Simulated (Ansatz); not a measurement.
```yaml
crystal:
  periodic: [false, false, false]
  atoms:
    - {symbol: C, position_ang: [-1.794005, -2.565297, -0.965539]}
    - {symbol: C, position_ang: [-0.945358, -1.503100, -0.317611]}
    - {symbol: O, position_ang: [-0.283808, -0.776886, -1.337890]}
    - {symbol: C, position_ang: [0.606909, 0.156920, -0.866740]}
    - {symbol: O, position_ang: [-0.088055, 1.209389, -0.250825]}
    - {symbol: C, position_ang: [0.756275, 2.174235, 0.336921]}
    - {symbol: C, position_ang: [1.228829, 1.790047, 1.725458]}
    - {symbol: H, position_ang: [-1.179133, -3.246231, -1.557327]}
    - {symbol: H, position_ang: [-2.319714, -3.145389, -0.203979]}
    - {symbol: H, position_ang: [-2.535776, -2.111606, -1.625509]}
    - {symbol: H, position_ang: [-1.558903, -0.823881, 0.283643]}
    - {symbol: H, position_ang: [-0.195109, -1.954175, 0.349555]}
    - {symbol: H, position_ang: [1.311510, -0.302582, -0.150122]}
    - {symbol: H, position_ang: [1.165761, 0.531614, -1.734968]}
    - {symbol: H, position_ang: [0.168404, 3.094012, 0.385108]}
    - {symbol: H, position_ang: [1.615241, 2.375625, -0.320392]}
    - {symbol: H, position_ang: [0.373568, 1.606035, 2.378766]}
    - {symbol: H, position_ang: [1.850087, 0.892185, 1.713780]}
    - {symbol: H, position_ang: [1.823270, 2.599081, 2.157682]}
basis:
  gaussian: {orbitals: def2-mTZVPP}
total_charge: -2
hamiltonian: {xc: {name: B2PLYP}}
```

```sh
$ ansatz run in.yaml --threads 2 --pin off --events-out ev --progress --plain --max-ram 32768MiB --backend cpu
```

It prints (some lines left out):

```
Functional definition: B2PLYP
1888 factors; integrals over basis functions are off by at most 1.2e-3 eV
mean field evaluation 1: about -9434.1866 eV, gradient 5.0e1 eV
mean field evaluation 2: about -9434.1819 eV, gradient 5.0e1 eV
mean field evaluation 4: about -9442.4669 eV, gradient 1.5e1 eV
mean field evaluation 8: about -9444.0789 eV, gradient 1.2e0 eV
mean field evaluation 16: about -9444.0884 eV, gradient 1.8e-1 eV
mean field evaluation 32: about -9444.0913 eV, gradient 2.8e-6 eV
a density is far from that of the atoms, so the factors are made again for it
1962 factors; integrals over basis functions are off by at most 1.2e-3 eV
mean field -9444.09127236 eV, -347.0639528241 hartree, gradient 9.1e-6 eV, S^2 0.000000; 9 other end points of the search recorded, 0 dependent functions left out; unrestricted orbitals would lower it
7 core orbitals not correlated: weight in the atoms' cores, before any rotation towards them, 1.000 or more for the frozen orbitals, at most 0.000 for the correlated occupied ones
reference -9444.09148335 eV, -347.0639605779 hartree; 23, 23 occupied and 173, 173 virtual orbitals, 1962 factors
second order -42.70805062 eV of doubles, -0.00000000 eV of singles
Total energy: -9455.62265702 eV, -347.4877233941 hartree
```

Question: Something in this input is off. What?

Answer: The charge is far from anything that the molecule holds. The run converged. The result belongs to that input, not to the molecule as meant.
